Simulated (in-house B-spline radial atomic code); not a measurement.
**Response and correlation of Hg48+**

Closed shell [Ar] 3d10 4s2 (4p1/2)2. Computed with a B-spline radial code for spherical atoms: Dirac-Hartree-Fock, relativistic RPA (time-dependent Dirac-Hartree-Fock) for the response and second-order many-body perturbation theory for correlation, no-pair Dirac-Coulomb Hamiltonian, finite nucleus.

The shells are closed in jj coupling only; the real ground state mixes other jj configurations.

Command:
```bash
python run_mb.py task.json out
```
Settings (nuclear radius in fm, box in bohr, cutoff in hartree; a minus after a letter marks j = l - 1/2):
```
basis_form          2
Z                   80
core_configuration  [Ar] 3d10 4s2 4p-2
rms_radius          5.4648
mass_number         202
speed_of_light      137.036
box_radius          2.0
lmax                7
intervals           55
virtual_cutoff      160000.0
```

Run time, properties included: 5.2 s on 1 thread of AMD EPYC 7R43 64-Core Processor, with other jobs on the host.

| multipole (bohr³, bohr⁵, bohr⁷) | uncoupled | coupled RPA |
| --- | --- | --- |
| dipole | 0.019292 | 0.01885 |
| quadrupole | 0.0023434 | 0.0027193 |
| octupole | 0.00021737 | ? |

Problem. What is the coupled octupole polarisability?

Solution. 0.0002348 atomic units, +8 % against the uncoupled value.

Problem. Which subshells carry the dipole polarisability?

Solution. 4s1/2 53.6 %, 4p1/2 41.7 %, 3d5/2 2.4 %.

Problem. What does the dipole shielding factor come to?

Solution. The dipole shielding factor is 0.400, against the exact N/Z = 32/80 = 0.400 of the non-relativistic theorem.

Dipole polarisability at imaginary frequency:

```
u (Eh)  α(iu) (bohr³)
     0        0.01885
  17.2       0.007099
  51.4        0.00221
   103       0.001058
   172       0.000544
   343       0.000184
   686      5.423e-05
  1720      9.633e-06
```

Problem. What dispersion coefficients follow for two such ions (the dispersion part alone)?

Solution. C6 = (3/π)∫α(iu)²du = 0.003715 hartree·bohr⁶ and C8 = 0.002549 hartree·bohr⁸.

Lowest J = 1 odd-parity excitations:

```csv
energy (eV),oscillator strength,leading channel,weight
272.21,0.609,4s1/2 → p3/2,0.95
339,1.68,4p1/2 → d3/2,0.964
1055.6,0.155,4p1/2 → s1/2,0.999
1224.3,0.293,4s1/2 → p1/2,0.974
1268.4,0.221,4p1/2 → d3/2,0.973
1297.9,0.152,4s1/2 → p3/2,0.997
1628.2,0.0362,4p1/2 → s1/2,0.999
1743.5,0.146,4p1/2 → d3/2,0.979
```

Second-order correlation energy by the highest angular momentum of the excited pair (hartree): s -0.02939, p -0.2581, d -0.5879, f -0.7048, g -0.2182, h -0.0917, i -0.04124, k -0.02079.

Problem. What is the second-order correlation energy at the partial-wave limit?

Solution. The listed waves sum to -1.9522 hartree; extrapolating the increments as (l + 1/2)⁻⁴ gives -1.9947 hartree, -1.7 eV per electron.
